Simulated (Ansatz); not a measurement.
The cluster B2N3⁻, relaxed as a triplet with UKS r2SCAN-D4/def2-SVPD in Ansatz, starting from the r2SCAN-D4/def2-SVPD geometry of the charge -1 singlet. Force threshold 0.02 eV/Å.

The structure comes from a short search, and lower isomers may exist.

Start:

```xyz
5

B     1.239   -0.491    0.100
B    -1.239    0.490   -0.101
N     2.459   -0.973    0.206
N    -2.459    0.975   -0.192
N     0.000   -0.002   -0.013
```

```tsv
step	energy (eV)	largest force component (eV/Å)	SCF passes
1	-5815.0918	0.371	56
2	-5815.0936	0.131	61
3	-5815.0940	0.001	60
```

Force components are those of the run's own axes.

End:

```xyz
5

B     1.236   -0.490    0.100
B    -1.236    0.490   -0.100
N     2.461   -0.974    0.200
N    -2.461    0.975   -0.199
N     0.000    0.000   -0.001
```

By distances, no bond broke or formed. The bond that changes most is B2–N4, from 1.32 to 1.32 Å (atoms count from 1).

No frequencies were taken in this run, so the end may be a saddle point.

It took 16 s on 4 threads of Arm Neoverse V2 on a shared host.
